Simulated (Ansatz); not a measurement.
Reaction (ligand exchange at a Ge–C bond): `C[CH](C)[GeH3]` + `[CH3][AlH][SH]` → `[CH3][AlH][S][GeH3]` + `CCC`

Isolated molecules relaxed with PBE0-D4/def2-TZVP in Ansatz; ΔE leaves out vibrations. CBS: MP2 limit from def2 TZ/QZ plus the TZ coupled-cluster correction, frozen cores. This one scheme is used for every species. Functionals use def2-TZVPP. For Ge outer-core shells are correlated without core-valence functions, which leaves a few kJ/mol of doubt a bond. Scalar relativity is left out up to krypton. One conformer a species, not always the lowest.

| level | ΔE (kcal/mol) |
| --- | --- |
| LDA (SPW92) | -15.2 |
| PBE-D4 | -17.0 |
| r2SCAN0-D4 | -18.0 |
| BLYP | -16.9 |

Problem. What does CCSD(T)/CBS give? (Estimate.)

Solution. The calculation gave: -16.1 kcal/mol. The listed levels differ from it by 0.9, -0.9, -1.9, -0.8 kcal/mol.

Largest T1 diagnostic among the species: 0.011.

Leaving LDA and LC-ωPBE aside and taking each functional with its dispersion term where it has one, the values, not all of them listed here, spread over 2.0 kcal/mol, from BHLYP-D4 to revPBE-D4. LDA lies +1.8 kcal/mol from PBE without D4. In def2-TZVPP, CCSD(T) changes the Hartree–Fock value by +3.7 kcal/mol (the triples alone add +0.1 kcal/mol) and MP2 by +3.3 kcal/mol. From BLYP to BHLYP (50 % exact exchange), in def2-TZVPP and without D4, ΔE moves by −1.4 kcal/mol.
